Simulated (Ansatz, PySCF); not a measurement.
This singlet lies 1.14 eV below the relaxed triplet at the level B3LYP-D3(BJ)/def2-TZVP (PySCF).

All values below come from Ansatz (a program for electronic structure) with B3LYP-D3(BJ)/def2-TZVP. No frequencies were computed at this level.

Ansatz 0.2 input:
```yaml
crystal:
  periodic: [false, false, false]
  atoms:
    - { symbol: C, position_ang: [2.374551, -0.03366, -0.709149] }
    - { symbol: C, position_ang: [1.323054, -0.305299, -0.184993] }
    - { symbol: Si, position_ang: [-0.126769, -0.925346, 0.815393] }
    - { symbol: C, position_ang: [-1.498331, 0.098199, -0.057842] }
    - { symbol: H, position_ang: [3.269546, 0.234101, -1.196245] }
    - { symbol: H, position_ang: [-1.308139, 1.168303, 0.025802] }
    - { symbol: H, position_ang: [-2.479435, -0.094917, 0.373532] }
    - { symbol: H, position_ang: [-1.554484, -0.141383, -1.119736] }
basis:
  gaussian: { orbitals: def2-tzvp }
hamiltonian:
  xc: b3lyp
  dispersion: d3bj
relax:
  max_steps: 150
```

Output:

```
Functional definition: B3LYP
977 factors; their error is unknown
mean field evaluation 1: about -11040.3913 eV, gradient 7.2e1 eV
mean field evaluation 2: about -11018.7748 eV, gradient 1.1e2 eV
mean field evaluation 4: about -11052.3063 eV, gradient 1.5e1 eV
mean field evaluation 8: about -11052.8365 eV, gradient 2.9e-1 eV
mean field evaluation 16: about -11052.8566 eV, gradient 6.0e-4 eV
mean field -11052.85655938 eV, -406.1849866618 hartree, gradient 2.3e-5 eV, S^2 0.000000; 0 other end points of the search recorded, 0 dependent functions left out
reference -11052.85681395 eV, -406.1849960171 hartree; 18, 18 occupied and 136, 136 virtual orbitals, 977 factors
relax step   1: F+E_penalty+E_count = -11053.15342541 eV  Δ(F+E_penalty+E_count) = +0.000e0 eV  max|allowed force component| = 8.951e-1 eV/Å  Δτ_max = 0.0000 Å  (30 SCF iters, accepted)
these checks for a lower state are left out or cut short: starts, cluster_reference, orbital_swaps, neighbouring_geometries, increment
977 factors; their error is unknown
mean field -11052.87076947 eV, -406.1855088730 hartree, gradient 2.7e-5 eV, S^2 0.000000; 0 other end points of the search recorded, 0 dependent functions left out
reference -11052.87102388 eV, -406.1855182224 hartree; 18, 18 occupied and 136, 136 virtual orbitals, 977 factors
relax step   2: F+E_penalty+E_count = -11053.16872097 eV  Δ(F+E_penalty+E_count) = -1.530e-2 eV  max|allowed force component| = 1.746e-1 eV/Å  Δτ_max = 0.0275 Å  (33 SCF iters, accepted)
these checks for a lower state are left out or cut short: starts, cluster_reference, orbital_swaps, neighbouring_geometries, increment
977 factors; their error is unknown
mean field evaluation 32: about -11052.8723 eV, gradient 2.7e-5 eV
mean field -11052.87228971 eV, -406.1855647408 hartree, gradient 2.7e-5 eV, S^2 0.000000; 0 other end points of the search recorded, 0 dependent functions left out
reference -11052.87254384 eV, -406.1855740799 hartree; 18, 18 occupied and 136, 136 virtual orbitals, 977 factors
relax step   3: F+E_penalty+E_count = -11053.17121857 eV  Δ(F+E_penalty+E_count) = -2.498e-3 eV  max|allowed force component| = 5.204e-2 eV/Å  Δτ_max = 0.0166 Å  (32 SCF iters, accepted)
these checks for a lower state are left out or cut short: starts, cluster_reference, orbital_swaps, neighbouring_geometries, increment
977 factors; their error is unknown
mean field -11052.87301583 eV, -406.1855914253 hartree, gradient 2.7e-5 eV, S^2 0.000000; 0 other end points of the search recorded, 0 dependent functions left out
reference -11052.87326979 eV, -406.1856007581 hartree; 18, 18 occupied and 136, 136 virtual orbitals, 977 factors
relax step   4: F+E_penalty+E_count = -11053.17214588 eV  Δ(F+E_penalty+E_count) = -9.273e-4 eV  max|allowed force component| = 3.142e-2 eV/Å  Δτ_max = 0.0210 Å  (31 SCF iters, accepted)
these checks for a lower state are left out or cut short: starts, cluster_reference, orbital_swaps, neighbouring_geometries, increment
977 factors; their error is unknown
mean field -11052.87283315 eV, -406.1855847118 hartree, gradient 2.7e-5 eV, S^2 0.000000; 0 other end points of the search recorded, 0 dependent functions left out
reference -11052.87308708 eV, -406.1855940438 hartree; 18, 18 occupied and 136, 136 virtual orbitals, 977 factors
relax step   5: F+E_penalty+E_count = -11053.17219894 eV  Δ(F+E_penalty+E_count) = -5.306e-5 eV  max|allowed force component| = 1.441e-2 eV/Å  Δτ_max = 0.0068 Å  (33 SCF iters, accepted)
these checks for a lower state are left out or cut short: starts, cluster_reference, orbital_swaps, neighbouring_geometries, increment
977 factors; their error is unknown
mean field -11052.87302780 eV, -406.1855918653 hartree, gradient 1.2e-5 eV, S^2 0.000000; 0 other end points of the search recorded, 0 dependent functions left out
reference -11052.87328174 eV, -406.1856011973 hartree; 18, 18 occupied and 136, 136 virtual orbitals, 977 factors
relax step   6: F+E_penalty+E_count = -11053.17220402 eV  Δ(F+E_penalty+E_count) = -5.074e-6 eV  max|allowed force component| = 1.347e-2 eV/Å  Δτ_max = 0.0041 Å  (35 SCF iters, accepted)
these checks for a lower state are left out or cut short: starts, cluster_reference, orbital_swaps, neighbouring_geometries, increment
977 factors; their error is unknown
mean field -11052.87298722 eV, -406.1855903739 hartree, gradient 2.7e-5 eV, S^2 0.000000; 0 other end points of the search recorded, 0 dependent functions left out
reference -11052.87324118 eV, -406.1855997066 hartree; 18, 18 occupied and 136, 136 virtual orbitals, 977 factors
relax step   7: F+E_penalty+E_count = -11053.17222581 eV  Δ(F+E_penalty+E_count) = -2.179e-5 eV  max|allowed force component| = 3.505e-3 eV/Å  Δτ_max = 0.0024 Å  (34 SCF iters, accepted)
977 factors; their error is unknown
mean field evaluation 64: about -11052.8728 eV, gradient 3.9e-1 eV
mean field -11052.87298722 eV, -406.1855903739 hartree, gradient 1.2e-5 eV, S^2 0.000000; 1 other end points of the search recorded, 0 dependent functions left out
reference -11052.87324118 eV, -406.1855997066 hartree; 18, 18 occupied and 136, 136 virtual orbitals, 977 factors
Total energy: -11053.17247976 eV, -406.1965965219 hartree
Atom 0 at     2.332301    -0.020492    -0.716768 Å, force     0.000670     0.000104    -0.000292 eV/Å
Atom 1 at     1.298197    -0.323118    -0.159032 Å, force     0.001378    -0.001723     0.001678 eV/Å
Atom 2 at    -0.141805    -0.927028     0.825008 Å, force     0.001776     0.001673    -0.002007 eV/Å
Atom 3 at    -1.487023     0.093053    -0.053730 Å, force    -0.002374    -0.003112     0.003505 eV/Å
Atom 4 at     3.235866     0.249202    -1.210078 Å, force    -0.000664     0.000398    -0.000330 eV/Å
Atom 5 at    -1.259813     1.161730     0.022812 Å, force     0.000153     0.000845     0.000493 eV/Å
Atom 6 at    -2.478308    -0.089970     0.361683 Å, force    -0.000787     0.002165    -0.002179 eV/Å
Atom 7 at    -1.499421    -0.143379    -1.123132 Å, force    -0.000151    -0.000350    -0.000869 eV/Å
Dipole moment:    -0.001408     0.159606    -0.180836 e Å
```

Cost: about 21 core-seconds (a rough figure).
